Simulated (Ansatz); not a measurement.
CH₃Cl₃Sn, triplet, at the geometry of the source list (a higher spin typed on purpose: for a closed-shell molecule this is an excited state) (core potentials on Sn). Base run: PBE/def2-SV(P) (Ansatz, a program for electronic structure).

Input for Ansatz:
Ansatz 0.2 input:
```yaml
crystal:
  periodic: [false, false, false]
  atoms:
    - {symbol: C, position_ang: [-1.30240000, -0.19520000, 0.04370000]}
    - {symbol: Sn, position_ang: [0.88950000, 0.13090000, -0.02900000]}
    - {symbol: Cl, position_ang: [1.93030000, -1.18170000, -1.64230000]}
    - {symbol: Cl, position_ang: [1.43730000, 2.34060000, -0.52760000]}
    - {symbol: Cl, position_ang: [1.91810000, -0.36690000, 1.99090000]}
    - {symbol: H, position_ang: [-1.47170000, -1.18730000, 0.44430000]}
    - {symbol: H, position_ang: [-1.72180000, 0.56790000, 0.68830000]}
    - {symbol: H, position_ang: [-1.67940000, -0.10830000, -0.96840000]}
basis:
  gaussian:
    orbitals: def2-SV_P_.json
hamiltonian:
  xc: pbe
magnetization: {spin_polarized: true, initial_magnetization: 2}
```
The basis file holds def2-SV(P) in the JSON format of the Basis Set Exchange.

Variants of this job, named by their change:

| change | basis functions | E (Eh) |
|---|---|---|
| base | 100 | -1633.68509 |
| basis = x2c-SVPall; relativity = none | 119 | -7310.07442 |
| basis = x2c-SVPall; relativity = spin-free X2C; nucleus = Gaussian | 119 | -7599.05032 |
| basis = x2c-TZVPall; relativity = spin-free X2C; nucleus = Gaussian | 220 | -7600.30769 |
| basis = jorge-DZP-DKH; relativity = spin-free X2C; nucleus = Gaussian | 150 | -7595.13306 |
| basis = jorge-DZP-DKH; relativity = none | 150 | -7384.07425 |
| basis = jorge-DZP-DKH; relativity = spin-free X2C | 150 | -7595.27708 |
| basis = x2c-TZVPall; relativity = spin-free X2C | 220 | -7600.45081 |
| basis = x2c-SVPall; relativity = spin-free X2C | 119 | -7599.17730 |
| basis = x2c-TZVPall; relativity = none | 220 | -7326.80626 |

Absolute energies of different levels of theory aren't comparable as measures of quality.

Ansatz warned in this series: the basis is contracted for relativity, which the run leaves out.

Basis sets contracted for a relativistic Hamiltonian are a mismatch without it, so the rows without relativity aren't non-relativistic limits. No row has spin-orbit coupling; sets with core potentials leave out the core electrons.
